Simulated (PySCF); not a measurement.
Ionisation energy of Te²⁰⁺ by level of theory

Te²⁰⁺ [Ar] 3d10 4s2 4p2 [4p1/2^2, M_J = 0] → Te²¹⁺ [Ar] 3d10 4s2 4p1 [4p1/2^1, M_J = 1/2], as a difference of total energies. Computed with PySCF 2.14 in an uncontracted even-tempered set (18 s from 1.3 bohr⁻², ratio 2.8; 13 p from 1.7 bohr⁻², ratio 2.8; 8 d from 2.9 bohr⁻², ratio 2.8; 4 f from 8.7 bohr⁻², ratio 3), with the two-component X2C-1e Hamiltonian. Correlated levels: [Ne] frozen; the 76 highest virtual spinors dropped. "Screened" scales the spin-orbit matrix elements by Boettger's factors to mimic the two-electron term; Breit and QED terms are absent.

```json
{"method": "GHF (spin-free)", "ionisation energy (eV)": "590.58"}
{"method": "GMP2 (spin-free)", "ionisation energy (eV)": "591.67"}
{"method": "GHF (screened spin-orbit)", "ionisation energy (eV)": "596.47"}
{"method": "GMP2 (screened spin-orbit)", "ionisation energy (eV)": "598.08"}
```

Task: How much does correlation contribute at GMP2 (screened spin-orbit)?

Result: 598.08 − (596.47) = 1.61 eV, measured against GHF (screened spin-orbit).

Breit and QED terms and the two-electron picture change are absent.

The spin-free rows relax to the high-spin LS determinant and lack the spin-orbit shift.

The labels give the starting determinants; with spin-orbit coupling the two ends relaxed to ⟨J²⟩ = 0.00, ⟨L²⟩ = 1.34, ⟨S²⟩ = 1.34 and ⟨J²⟩ = 0.75, ⟨L²⟩ = 2.02, ⟨S²⟩ = 0.76.

For comparison: 599 ± 4 eV (theoretical estimate listed by NIST; NIST Atomic Spectra Database, ionization energies).
